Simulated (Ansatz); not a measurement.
System: sum formula AlHCl2, charge 0, multiplicity 1. 
Geometry from a B3LYP-D3(BJ)/def2-TZVP (Ansatz, a first-principles code) optimisation:
```
Al
H 1 1.5570
Cl 1 2.0903 2 120.87
Cl 1 2.0903 2 120.87 3 180.00
```
Charge 0, spin multiplicity 1.

Quantity: vertical ionisation energy (to the doublet state of charge +1; each state is the SCF solution reached for its spin; for the doublet T1 is 0.047), in eV. Correlated levels leave the core frozen unless marked. UHF or UKS for open shells. Spin-orbit coupling is left out. Non-relativistic. CBS(X,Y): correlation extrapolated as X^-3; Hartree-Fock from the larger set.

| level | program | vertical ionisation energy (eV) |
|---|---|---|
| PBE0/def2-TZVPD | Ansatz | 11.51 |
| wB97M-V/def2-TZVPD | Ansatz | (withheld) |
| B2PLYP/def2-TZVPD | Ansatz | 11.73 |
| SCS-MP2/aug-cc-pV(T+d)Z | Ansatz | 12.23 |
| CCSD(T)/CBS(aug-cc-pV(T+d)Z,aug-cc-pV(Q+d)Z) | Ansatz | (withheld) |

Question: What belongs in the gaps?

Answer: 
- wB97M-V/def2-TZVPD, vertical ionisation energy (eV): 11.87
- CCSD(T)/CBS(aug-cc-pV(T+d)Z,aug-cc-pV(Q+d)Z), vertical ionisation energy (eV): 12.14
